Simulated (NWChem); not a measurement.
System: C₃H₇NSi; SMILES C1=NCC[SiH2]1

Input file for NWChem:

```
start job
memory heap 200 mb stack 900 mb global 1100 mb
geometry units angstroms noautosym nocenter noautoz
  C      1.347476     0.174097    -0.000375
  N      0.813715     1.330890     0.000413
  C     -0.638170     1.376406     0.001786
  C     -1.337286    -0.006186     0.000580
  Si     0.088439    -1.247822    -0.001935
  H      2.447045     0.117869    -0.000951
  H     -0.936557     1.976978     0.877870
  H     -0.938638     1.979956    -0.871523
  H     -1.981809    -0.133695    -0.882156
  H     -1.980250    -0.135754     0.884154
  H      0.166186    -2.121346    -1.213633
  H      0.166403    -2.126377     1.206089
end
basis spherical
  * library pcsseg-1
end
dft
  xc pbe0
  iterations 150
end
property
  shielding 9 1 2 3 4 5 6 7 9 11
end
task dft property
```

NWChem printed, in part:

```
             Northwest Computational Chemistry Package (NWChem) 7.3.0
             --------------------------------------------------------

                             Geometry "geometry" -> ""
                             -------------------------

 Output coordinates in angstroms (scale by  1.889725989 to convert to a.u.)

  No.       Tag          Charge          X              Y              Z
 ---- ---------------- ---------- -------------- -------------- --------------
    1 C                    6.0000     1.34747600     0.17409700    -0.00037500
    2 N                    7.0000     0.81371500     1.33089000     0.00041300
    3 C                    6.0000    -0.63817000     1.37640600     0.00178600
    4 C                    6.0000    -1.33728600    -0.00618600     0.00058000
    5 Si                  14.0000     0.08843900    -1.24782200    -0.00193500
    6 H                    1.0000     2.44704500     0.11786900    -0.00095100
    7 H                    1.0000    -0.93655700     1.97697800     0.87787000
    8 H                    1.0000    -0.93863800     1.97995600    -0.87152300
    9 H                    1.0000    -1.98180900    -0.13369500    -0.88215600
   10 H                    1.0000    -1.98025000    -0.13575400     0.88415400
   11 H                    1.0000     0.16618600    -2.12134600    -1.21363300
   12 H                    1.0000     0.16640300    -2.12637700     1.20608900

 Effective nuclear repulsion energy (a.u.)     219.7045214245

                              NWChem Property Module
                              ----------------------

  itol2e modified to match energy
  convergence criterion.

                                 NWChem DFT Module
                                 -----------------

 Summary of "ao basis" -> "ao basis" (spherical)
 ------------------------------------------------------------------------------
       Tag                 Description            Shells   Functions and Types
 ---------------- ------------------------------  ------  ---------------------
 C                          pcsseg-1                 7       17   3s3p1d
 N                          pcsseg-1                 7       17   3s3p1d
 Si                         pcsseg-1                10       24   4s5p1d
 H                          pcsseg-1                 3        5   2s1p

  itol2e modified to match energy
  convergence criterion.

            General Information
            -------------------
          SCF calculation type: DFT
          Wavefunction type:  closed shell.
          No. of atoms     :    12
          No. of electrons :    46
           Alpha electrons :    23
            Beta electrons :    23
          Charge           :     0
          Spin multiplicity:     1
          Use of symmetry is: off; symmetry adaption is: off
          Maximum number of iterations: 150
          AO basis - number of functions:   127
                     number of shells:    59
          Convergence on energy requested:  1.00D-07
          Convergence on density requested:  1.00D-05
          Convergence on gradient requested:  5.00D-04

              XC Information
              --------------
                         PBE0 Method XC Functional
                     Hartree-Fock (Exact) Exchange  0.250
          PerdewBurkeErnzerhof Exchange Functional  0.750
            Perdew 1991 LDA Correlation Functional  1.000 local
           PerdewBurkeErnz. Correlation Functional  1.000 non-local

[...]

          -----------------------------------------
          Chemical Shielding Tensors (GIAO, in ppm)
          -----------------------------------------

                                NWChem CPHF Module
                                ------------------

  scftype          =     RHF
  nclosed          =       23
  nopen            =        0
  variables        =     2392
  # of vectors     =        3
  tolerance        = 0.10D-03
  level shift      = 0.00D+00
  max iterations   =       50
  max subspace     =       30

 SCF residual:    4.5948085433296360E-004

Iterative solution of linear equations
  No. of variables     2392
  No. of equations        3
  Maximum subspace       30
        Iterations       50
       Convergence  1.0D-04

   iter   nsub   residual    time
   ----  ------  --------  ---------
     1      3    8.95D-01      60.1
     2      6    1.32D-01      64.9
     3      9    4.73D-03      69.7
     4     12    5.72D-04      74.5
     5     15    3.31D-05      79.3

      Atom:    1  C
        Diamagnetic
    259.4704     -0.5922     -0.0049
     -0.5922    269.6146      0.0225
     -0.0049      0.0225    239.9059

        Paramagnetic
   -362.0453     -6.8191      0.1366
     -6.8191   -265.3933     -0.1203
      0.1366     -0.1203   -121.3192

        Total Shielding Tensor
   -102.5749     -7.4114      0.1317
     -7.4114      4.2213     -0.0978
      0.1317     -0.0978    118.5867

           isotropic =       6.7444
          anisotropy =     167.7638

          Principal Components and Axis System
                 1           2           3
              118.5869   -103.0869      4.7331

      1         0.0006      0.9976     -0.0689
      2        -0.0009      0.0689      0.9976
      3         1.0000     -0.0006      0.0009

      Atom:    2  N
        Diamagnetic
    342.0383    -13.9864     -0.0263
    -13.9864    327.2557      0.0132
     -0.0263      0.0132    316.8344

        Paramagnetic
   -975.8352    228.8865      0.6729
    228.8865   -609.8697     -0.4500
      0.6729     -0.4500    -90.0628

        Total Shielding Tensor
   -633.7969    214.9001      0.6467
    214.9001   -282.6140     -0.4368
      0.6467     -0.4368    226.7716

           isotropic =    -229.8798
          anisotropy =    -758.7615

          Principal Components and Axis System
                 1           2           3
             -735.7208    226.7723   -180.6908

      1         0.9035      0.0006      0.4285
      2        -0.4285     -0.0006      0.9035
      3        -0.0008      1.0000      0.0003

      Atom:    3  C
        Diamagnetic
    256.5548      6.0422     -0.0101
      6.0422    248.6359      0.0099
     -0.0101      0.0099    236.5866

        Paramagnetic
    -95.7324     -0.6007     -0.0668
     -0.6007   -137.6666      0.0450
     -0.0668      0.0450   -159.9723

        Total Shielding Tensor
    160.8225      5.4415     -0.0768
      5.4415    110.9693      0.0550
     -0.0768      0.0550     76.6143

           isotropic =     116.1354
          anisotropy =      67.9113

          Principal Components and Axis System
                 1           2           3
              161.4095    110.3824     76.6142

      1         0.9942     -0.1073      0.0010
      2         0.1073      0.9942     -0.0018
      3        -0.0008      0.0019      1.0000

      Atom:    4  C
        Diamagnetic
    254.1939      1.2427     -0.0051
      1.2427    259.2646      0.0155
     -0.0051      0.0155    245.3463

        Paramagnetic
    -72.7837     12.4474      0.0097
     12.4474    -64.5789      0.0134
      0.0097      0.0134    -79.3472

        Total Shielding Tensor
    181.4102     13.6901      0.0046
     13.6901    194.6857      0.0289
      0.0046      0.0289    165.9991

           isotropic =     180.6983
          anisotropy =      33.8461

          Principal Components and Axis System
                 1           2           3
              203.2624    172.8336    165.9991

      1         0.5309      0.8474      0.0010
      2         0.8474     -0.5309     -0.0015
      3         0.0007     -0.0017      1.0000

      Atom:    5  Si
        Diamagnetic
    881.4196      0.2392     -0.0020
      0.2392    883.5786      0.0106
     -0.0020      0.0106    875.4855

        Paramagnetic
   -422.5189    -28.8820     -0.0672
    -28.8820   -493.5625      0.1180
     -0.0672      0.1180   -576.3494

        Total Shielding Tensor
    458.9006    -28.6428     -0.0692
    -28.6428    390.0161      0.1287
     -0.0692      0.1287    299.1361

           isotropic =     382.6843
          anisotropy =     129.8552

          Principal Components and Axis System
                 1           2           3
              469.2544    379.6625    299.1359

      1         0.9404      0.3399      0.0002
      2        -0.3399      0.9404     -0.0014
      3        -0.0006      0.0012      1.0000

      Atom:    6  H
        Diamagnetic
     43.0765     -1.7713     -0.0097
     -1.7713     25.7764      0.0038
     -0.0097      0.0038     22.1074

        Paramagnetic
    -21.8415      3.8059      0.0141
      3.8059     -1.7964     -0.0031
      0.0141     -0.0031      0.2139

        Total Shielding Tensor
     21.2351      2.0346      0.0044
      2.0346     23.9800      0.0006
      0.0044      0.0006     22.3214

           isotropic =      22.5121
          anisotropy =       3.8244

          Principal Components and Axis System
                 1           2           3
               25.0617     22.3214     20.1533

      1         0.4695      0.0010      0.8830
      2         0.8830     -0.0016     -0.4695
      3         0.0009      1.0000     -0.0016

      Atom:    7  H
        Diamagnetic
     27.5327     -2.9668     -4.4124
     -2.9668     30.1529      7.3584
     -4.4124      7.3584     30.5408

        Paramagnetic
     -2.4133      3.7466      2.9354
      3.7466     -0.6850     -3.6826
      2.9354     -3.6826     -5.0812

[...]
```

Level: PBE0/pcSseg-1, GIAO. Structure relaxed at the PBE0/def2-SVP level. No frequency run checked for a minimum. The output numbers the shielded atoms by their place in the input's list. The printed shielding anisotropy is the first printed principal value minus the mean of the other two.
